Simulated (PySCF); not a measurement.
**Computed vibrations of [Eu(H2O)]2+**

[Eu(H2O)]2+ (singlet in the valence; each metal's 4f electrons, 7 of them, lie in its core potential, out of spins and levels). PySCF 2.14.0, RKS PBE0, Eu lcecp-0-SVP with ECP53, O def2-SVP, H def2-SVP; non-relativistic Hamiltonian with scalar-relativistic core potentials where named; density fitting; no spin-orbit coupling. Central differences of gradients.

```xyz
4

Eu    0.0000    0.0000   -0.2626
O     0.0000    0.0000    2.1622
H     0.7659    0.0000    2.7681
H    -0.7659    0.0000    2.7681
```

Run from Python with OMP_NUM_THREADS=2. Where DIIS fails, smearing, a level shift and second-order steps follow.
It took 19 s on 2 threads of AMD EPYC 7R43 64-Core Processor (Zen 3) (shared host).

Question: What are the harmonic wavenumbers and infrared intensities?

Answer: Modes are labelled in C2v; negative numbers are unstable modes, those under 60 cm⁻¹ near the noise; a finer grid moves soft modes by up to 10 cm⁻¹.
| cm⁻¹ | km/mol | symmetry |
| --- | --- | --- |
| 330 | 13.2 | a1 |
| 553 | 91.6 | b2 |
| 577 | 356.8 | b1 |
| 1684 | 107.7 | a1 |
| 3724 | 283.9 | a1 |
| 3774 | 312.6 | b2 |

Question: Is this a minimum?

Answer: Yes. Ideal gas at 298.15 K and 1 bar: S = 281.7 J/(mol K), Cp = 49.4 J/(mol K), H − H(0 K) = 11.9 kJ/mol (rigid rotor, harmonic modes, spin degeneracy alone, that of the 4f electrons in the core included).

An lcecp potential fixes the number of 4f electrons, so in runs with it no electron can move into or out of that shell.
